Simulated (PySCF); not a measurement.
Species: `CCC[C@H](F)S(=O)(=O)Cl`. The columns A, B, C and D hold Mulliken, IAO, Hirshfeld and ESP-fitted charges (e) of one PBE0/pcSseg-1 density (PySCF), in a shuffled order. Coordinates in Å (GFN2-xTB); the density's dipole moment is (4.33, -0.32, -0.35) D.

```json
{"atom": "C1", "x": "2.515", "y": "0.508", "z": "0.219", "A": "-0.111", "B": "-0.425", "C": "-0.256", "D": "-0.417"}
{"atom": "C2", "x": "1.398", "y": "-0.455", "z": "-0.160", "A": "-0.060", "B": "+0.334", "C": "-0.284", "D": "-0.248"}
{"atom": "C3", "x": "0.023", "y": "0.197", "z": "0.027", "A": "-0.087", "B": "-0.118", "C": "-0.278", "D": "-0.290"}
{"atom": "C4", "x": "-1.106", "y": "-0.700", "z": "-0.394", "A": "+0.070", "B": "-0.016", "C": "+0.065", "D": "+0.018"}
{"atom": "F5", "x": "-1.313", "y": "-0.727", "z": "-1.731", "A": "-0.081", "B": "-0.181", "C": "-0.282", "D": "-0.286"}
{"atom": "S6", "x": "-2.664", "y": "-0.020", "z": "0.308", "A": "+0.505", "B": "+0.766", "C": "+0.984", "D": "+1.937"}
{"atom": "O7", "x": "-3.798", "y": "-0.739", "z": "-0.161", "A": "-0.279", "B": "-0.391", "C": "-0.457", "D": "-0.817"}
{"atom": "O8", "x": "-2.487", "y": "0.152", "z": "1.714", "A": "-0.280", "B": "-0.410", "C": "-0.475", "D": "-0.842"}
{"atom": "Cl9", "x": "-2.728", "y": "1.827", "z": "-0.517", "A": "-0.041", "B": "-0.088", "C": "-0.128", "D": "-0.259"}
{"atom": "H10", "x": "3.484", "y": "0.030", "z": "0.097", "A": "+0.047", "B": "+0.102", "C": "+0.125", "D": "+0.149"}
{"atom": "H11", "x": "2.414", "y": "0.821", "z": "1.254", "A": "+0.044", "B": "+0.110", "C": "+0.116", "D": "+0.142"}
{"atom": "H12", "x": "2.487", "y": "1.392", "z": "-0.413", "A": "+0.044", "B": "+0.103", "C": "+0.117", "D": "+0.142"}
{"atom": "H13", "x": "1.512", "y": "-0.756", "z": "-1.203", "A": "+0.040", "B": "-0.030", "C": "+0.134", "D": "+0.141"}
{"atom": "H14", "x": "1.460", "y": "-1.352", "z": "0.460", "A": "+0.041", "B": "-0.053", "C": "+0.126", "D": "+0.134"}
{"atom": "H15", "x": "-0.137", "y": "0.445", "z": "1.079", "A": "+0.043", "B": "+0.048", "C": "+0.169", "D": "+0.166"}
{"atom": "H16", "x": "-0.028", "y": "1.119", "z": "-0.557", "A": "+0.035", "B": "+0.071", "C": "+0.160", "D": "+0.157"}
{"atom": "H17", "x": "-1.039", "y": "-1.729", "z": "-0.031", "A": "+0.070", "B": "+0.180", "C": "+0.165", "D": "+0.175"}
```

Task: Which column most likely holds the ESP-fitted charges?

Result: B. Σ q r misses the density's dipole by 0.08 D (B), 1.04 D (D), 1.46 D (A), 1.62 D (C). Charges fitted to the outside potential are the only set here that is tied to the molecule's multipoles.

Task: And the Hirshfeld charges?

Result: A. The mean sizes are 0.111 e (A), 0.202 e (B), 0.254 e (C), 0.372 e (D), and Hirshfeld charges are commonly the smallest of these schemes.

As computed, A = Hirshfeld, B = ESP-fitted, C = Mulliken, D = IAO. Hydrogens on carbon: Hirshfeld +0.03 to +0.07, ESP-fitted -0.05 to +0.18, Mulliken +0.12 to +0.17, IAO +0.13 to +0.18 e.

The IAO scheme counts the electrons in orthogonalised intrinsic atomic orbitals, a minimal basis polarised so that it spans the occupied orbitals exactly. The ESP scheme fits charges at the nuclei, held to the total charge, to the electrostatic potential on points at 1.4 to 2.0 times the van der Waals radii.

The structure is a single GFN2-xTB conformer in the gas phase; no vibrational or solvent corrections.

Conformer computed: `[CH3:1][CH2:2][CH2:3][C@H:4]([F:5])[S:6](=[O:7])(=[O:8])[Cl:9]`: C1–C2–C3–C4 177°, C2–C3–C4–F5 -80°, C3–C4–S6–O7 174°.
